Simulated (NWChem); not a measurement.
## Correlation energy of H$_{6}$B$_{2}$

SMILES: B.B
```xyz
8

B      0.0000     0.0000     0.8885
B      0.0000     0.0000    -0.8885
H      0.0000    -0.9883     0.0000
H      1.0494     0.0000     1.4735
H     -1.0494     0.0000     1.4735
H      0.0000     0.9883     0.0000
H      1.0494     0.0000    -1.4735
H     -1.0494     0.0000    -1.4735
```
Charge 0, spin multiplicity 1.

The numbers come from NWChem runs, not from measurements. The geometry was optimised at B3LYP/def2-SVP, a minimum by its harmonic frequencies.

Basis set: 6-31G*. Each correlation energy counts from its own Hartree-Fock reference.

The correlated methods keep 2 core orbitals frozen. The Pople sets run with spherical d functions. The structure started from a generated list of species. Coupled-cluster values serve here as a point of comparison, not as the truth.

Problem. For the correlation energy, MP2 gives -179.8 mHa and SCS-MP2 gives -189.1 mHa. What do CCSD, CCSD+T(CCSD), CCSD(T) give?

Solution. CCSD: -215.2 mHa; CCSD+T(CCSD): -221.1 mHa; CCSD(T): -220.8 mHa.
